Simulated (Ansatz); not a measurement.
The cluster Y3O3⁺. Total charge 1; singlet. Geometry r2SCAN-D4/def2-SVP; atoms count from 1.

```xyz
6

Y    -0.537   -0.957   -1.255
Y     1.488   -1.503    1.126
Y    -0.110    1.238    1.111
O     0.574    0.905   -0.943
O    -0.900    1.186   -0.937
O    -0.516   -0.869    0.899
```

In the def2 sets Y takes a core potential; there is no spin–orbit coupling. The structure holds 1 bond(s) between oxygen atoms. The restricted singlet is unstable towards broken spin symmetry in Hartree–Fock (as tested in another run); at PBE0-D4/def2-TZVP this wasn't settled. No other spin state of charge 1 was run. Another isomer (singlet) lies 6.59 eV lower at PBE0-D4/def2-TZVP; other spin states weren't run for this one.

(1) Estimate the Mulliken populations from the PBE0/def2-TZVP orbitals of Ansatz.

(2) And the Mayer bond orders between bonded heavy atoms (over 0.3)?

## Answers

(1) 
```json
{"atom": "Y1", "charge (e)": "0.95", "d electrons": "1.12"}
{"atom": "Y2", "charge (e)": "0.62", "d electrons": "1.18"}
{"atom": "Y3", "charge (e)": "0.95", "d electrons": "1.12"}
{"atom": "O4", "charge (e)": "-0.36", "d electrons": "–"}
{"atom": "O5", "charge (e)": "-0.40", "d electrons": "–"}
{"atom": "O6", "charge (e)": "-0.77", "d electrons": "–"}
```
Mulliken values and Mayer orders depend strongly on the basis.

(2) Y1–Y2 1.00 (3.17 Å); Y1–O4 0.53 (2.19 Å); Y1–O5 0.52 (2.20 Å); Y1–O6 0.62 (2.16 Å); Y2–Y3 1.00 (3.17 Å); Y2–O6 0.66 (2.11 Å); Y3–O4 0.53 (2.19 Å); Y3–O5 0.52 (2.20 Å); Y3–O6 0.62 (2.16 Å); O4–O5 0.81 (1.50 Å).
